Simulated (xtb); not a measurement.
HSb, triplet, geometry from GFN2-xTB. Base run: GFN2-xTB (xtb 6.7.1).

Input for xtb:
```
$ xtb mol.xyz --gfn 2 --uhf 2 --json

# file mol.xyz
2

Sb    -0.00000000    -0.00000000    -0.03385819
H      0.00000000     0.00000000     1.72676754
```

The base run was repeated with changes; each row names its change, and settings that it needs were set with it.

```
change        ΔE vs base (kcal/mol)  dipole (D)  G_solv (kcal/mol)  SCF cycles
------------  ---------------------  ----------  -----------------  ----------
base                          0.000        0.98                  -           7
acc = 30                      0.000        0.98                  -           6
file = coord                  0.000        0.98                  -           7
alpb = ether                  -3.18        1.29              -3.48           7
etemp = 3000                 -0.126        0.96                  -           7
acc = 0.0001                  0.000        0.98                  -          11
alpb = dmf                    -2.77        1.26              -3.02           7
acc = 1000                    0.000        0.98                  -           5
alpb = thf                    -3.01        1.26              -3.25           7
```

ALPB and GBSA are two models with their own fitted parameters for each solvent, which aren't always the measured dielectric constant.
